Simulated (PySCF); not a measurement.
These are PBE-D3(BJ)/def2-TZVP // B3LYP-D3(BJ)/def2-SVP in PySCF values and carry that method's errors. All species are isolated molecules in the gas phase. One relaxed conformer stands for a flexible species; it need not be the lowest. Excitations are Tamm–Dancoff values on a coarser integration grid. The basis has no diffuse functions, so Rydberg states are missing or too high.

Reference species (SMILES): `[Si](CC)(CC)(CC)CC` (neutral, multiplicity 1).

```yaml
HOMO–LUMO gap: 6.52 eV
T1 excitation (TDA): 6.46 eV
```

Changed species: `CC[SiH3]` (3 of 4 C2H5 replaced by H; the reference has 0 of 4 C2H5 replaced by H).

Give the shifts of the HOMO–LUMO gap and T1 excitation (TDA).

the HOMO–LUMO gap rises by 0.59 eV, to 7.11 eV; the T1 excitation (TDA) goes up by 0.39 eV, to 6.85 eV.
